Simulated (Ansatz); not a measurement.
`CC(C)[Si]F` + H₂ → `F[SiH]` + propane at 400 K and 1 bar (hydrogenolysis of the Si–C bond).

Computed with Ansatz on PBE0-D4/def2-TZVP structures; ΔE is electronic, products minus reactants. CCSD(T)/CBS is the MP2 limit (def2-TZVPP, def2-QZVPP) plus CCSD(T) − MP2 in def2-TZVPP, frozen cores. This one scheme is used for every species. One conformer a species, not always the lowest.

| species | CCSD(T)/CBS energy (Eh) | H − E (kJ/mol) | S (J/(mol·K)) |
| --- | --- | --- | --- |
| `CC(C)[Si]F` | -507.26195 | 283.3 | 385.3 |
| H₂ | -1.17544 | 38.0 | 139.0 |
| `F[SiH]` | -389.46371 | 36.4 | 250.8 |
| `CCC` | -118.98051 | 294.1 | 291.8 |

H − E and S are ideal-gas, rigid-rotor, harmonic terms from PBE0-D4/def2-TZVP, for one conformer and one mirror image of each species. The MP2-based limit puts H₂ 0.8 mEh under its directly extrapolated value; such offsets cancel only in part. 1 Eh = 2625.50 kJ/mol, R = 8.31446 J/(mol·K).

Problem. By hand: ΔE, ΔH, ΔS and ΔG.

Solution. ΔE = (-389.46371) + (-118.98051) − (-507.26195) − (-1.17544) = -0.00683 Eh = -17.9 kJ/mol. Δ(H − E) = 36.4 + 294.1 − 283.3 − 38.0 = 9.2, so ΔH = -8.7 kJ/mol. ΔS = 250.8 + 291.8 − 385.3 − 139.0 = 18.3 J/(mol·K). ΔG = -8.7 − 400 × (18.3)/1000 = -16.0 kJ/mol.

Problem. By hand: the equilibrium constant, and the temperature at which ΔG would vanish if ΔH and ΔS stayed fixed.

Solution. log₁₀ K = −ΔG/(RT ln 10) = 2.1. ΔH and −TΔS have one sign here, so there is no such temperature.

TΔS isn't small against ΔH here. A doubt of 5 kJ/mol in ΔE shifts log₁₀ K by 0.7 here. Other conformers and mirror images would add mixing entropy, several J/(mol·K) or more a flexible species. Modes under 60 cm⁻¹, often nearly free rotors, make the harmonic entropy too high. These are equilibria of isolated gas molecules and say nothing of rates. Largest T1 diagnostic: 0.015 (customary marks: 0.02 for closed shells, 0.045 for open ones).
